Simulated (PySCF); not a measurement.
HSi, SMILES [SiH] (connectivity only; charge and spin as stated), neutral, multiplicity 2. Coordinates come from a r2SCAN-D4/def2-TZVPD optimisation.

The numbers are results of r2SCAN-D4/def2-TZVPD run with PySCF, not measurements.

Harmonic wavenumbers (cm⁻¹): 2020. Rotational constants (GHz): 222.0 (linear); symmetry number 1.

Q: Work out the zero-point energy and the ideal-gas rigid-rotor harmonic-oscillator thermochemistry at 298.15 K and 1 atm.

A: ZPE = ½ Σ hcν = ½ × 2020 cm⁻¹ = 12.08 kJ/mol. H − E(el) = 20.76 kJ/mol. Entropy in J/(mol K): translation 150.78, rotation 36.02, vibration 0.01, spin 5.76, total 192.57. G − E(el) = -36.65 kJ/mol. Cp = 29.15 J/(mol K).
